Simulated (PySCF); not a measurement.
C2H12OSi3, SMILES CCO[SiH2][SiH2][SiH3].

Geometry optimised at PBE-D3(BJ)/def2-SVP. This is a generated structure with no PubChem entry under its InChIKey; it may be hypothetical. The values are those of a single conformer.

The numbers are results of PBE-D3(BJ)/def2-SVP in PySCF, not measurements.

Frequencies are harmonic and unscaled.

Computed vibrational spectrum:
```tsv
mode	ν (cm⁻¹)	IR (km/mol)	moving atoms (share of kinetic energy)
1	41	0.0	C 37 %, Si 33 %, H 28 %
2	56	0.2	Si 43 %, H 31 %, C 19 %
3	71	1.7	Si 46 %, O 32 %, H 19 %
4	92	0.6	H 49 %, C 36 %, Si 15 %
5	122	0.4	H 91 %
6	149	0.8	H 32 %, Si 26 %, O 25 %, C 17 %
7	214	7.5	H 38 %, O 30 %, Si 25 %
8	271	3.1	H 78 %, O 13 %
9	311	13.6	H 82 %, Si 10 %
10	365	2.3	C 35 %, Si 34 %, H 28 %
11	385	0.5	Si 69 %, H 23 %
12	402	2.4	H 81 %, Si 18 %
13	442	12.8	Si 71 %, H 28 %
14	486	2.1	H 76 %, Si 21 %
15	552	10.9	H 72 %, Si 27 %
16	651	74.0	H 86 %, Si 14 %
17	661	48.5	H 88 %, Si 11 %
18	708	30.2	H 72 %, C 11 %, Si 10 %
19	741	37.2	H 52 %, O 30 %, Si 9 %, C 8 %
20	787	9.7	H 92 %
21	812	222.5	H 81 %, Si 16 %
22	845	224.8	H 89 %, Si 10 %
23	874	17.5	H 95 %
24	895	85.8	H 95 %
25	906	46.5	H 97 %
26	907	23.6	H 98 %
27	943	50.0	H 39 %, C 31 %, O 25 %
28	1083	20.6	C 56 %, H 39 %
29	1106	184.8	C 42 %, O 39 %, H 18 %
30	1130	21.7	H 57 %, C 37 %
31	1259	0.2	H 92 %
32	1327	0.8	H 80 %, C 20 %
33	1369	45.0	H 70 %, C 29 %
34	1402	5.8	H 97 %
35	1422	2.1	H 95 %
36	1444	4.1	H 92 %
37	2118	114.5	H 97 %
38	2134	85.7	H 98 %
39	2145	27.8	H 96 %
40	2149	47.8	H 99 %
41	2163	105.1	H 96 %
42	2168	67.6	H 96 %
43	2183	114.6	H 96 %
44	2893	34.8	H 94 %
45	2942	49.3	H 91 %, C 9 %
46	2978	12.1	H 97 %
47	3074	17.0	H 91 %, C 9 %
48	3076	12.4	H 90 %, C 10 %
```
